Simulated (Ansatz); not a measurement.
Basis sets compared for GeCl(OiPr)3 (C9H21ClGeO3). Total charge 0; singlet. Geometry r2SCAN-D4/def2-SVP. Ansatz on 2 threads of AMD EPYC 7R13 on a shared host and a share (18 GiB) of an NVIDIA H100 80GB HBM3; times are rough, and most runs start from earlier orbitals.

```csv
atom,x (Å),y (Å),z (Å)
Ge1,-0.893,-0.539,0.136
Cl2,-2.935,-1.151,-0.167
O3,-0.627,0.925,-0.812
C4,-1.533,2.042,-0.774
C5,-1.241,2.876,-2.008
C6,-1.359,2.820,0.522
H7,-2.571,1.660,-0.834
H8,-0.201,3.240,-1.980
H9,-1.915,3.745,-2.060
H10,-1.373,2.274,-2.919
H11,-1.549,2.177,1.396
H12,-0.329,3.204,0.597
H13,-2.054,3.673,0.561
O14,0.251,-1.742,-0.421
C15,0.308,-2.134,-1.808
C16,0.705,-3.598,-1.832
C17,1.285,-1.236,-2.551
H18,-0.701,-2.029,-2.257
H19,1.691,-3.728,-1.357
H20,0.763,-3.971,-2.867
H21,-0.028,-4.204,-1.279
H22,0.962,-0.185,-2.488
H23,2.288,-1.322,-2.103
H24,1.350,-1.522,-3.612
O25,-0.666,-0.358,1.867
C26,0.656,-0.509,2.431
C27,0.467,-0.585,3.934
C28,1.555,0.641,2.003
H29,1.086,-1.460,2.064
H30,0.019,0.349,4.307
H31,1.433,-0.739,4.439
H32,-0.203,-1.418,4.193
H33,1.652,0.684,0.906
H34,1.140,1.601,2.349
H35,2.565,0.522,2.427
```

The 6-31G sets use Cartesian d functions. B3LYP takes the VWN-RPA correlation. Single mean-field runs in def2-TZVP are fitted with def2-universal-jkfit.

Binding counts from free atoms (Ge triplet, Cl doublet, O triplet, C triplet, H doublet) in the same basis, without a counterpoise term.

```csv
level,functions,energy (Eh),HOMO (eV),LUMO (eV),binding per atom (eV),wall time
HF/6-31G,192,-3112.0090,-11.95,3.41,2.86,3.4 s
PBE-D4/def2-SVP,323,-3116.5567,-6.32,-1.03,4.23,2.7 s
B3LYP-D4/6-31G,192,-3118.1856,-7.66,-0.85,4.01,4.2 s
PBE0-D4/def2-SVP,323,-3116.7197,-7.96,0.04,4.17,3.6 s
```

Estimate the rows for HF/def2-TZVP, PBE-D4/def2-TZVP (with forces), B3LYP-D4/def2-TZVP, PBE0-D4/def2-TZVP.


```csv
level,functions,energy (Eh),HOMO (eV),LUMO (eV),binding per atom (eV),wall time
HF/def2-TZVP,583,-3112.8642,-11.89,3.38,3.03,3.7 s
PBE-D4/def2-TZVP (with forces),583,-3117.6349,-6.45,-1.27,4.19,5.5 s
B3LYP-D4/def2-TZVP,583,-3118.9766,-7.77,-0.51,4.10,6.5 s
PBE0-D4/def2-TZVP,583,-3117.7859,-8.02,-0.19,4.13,3.4 s
```
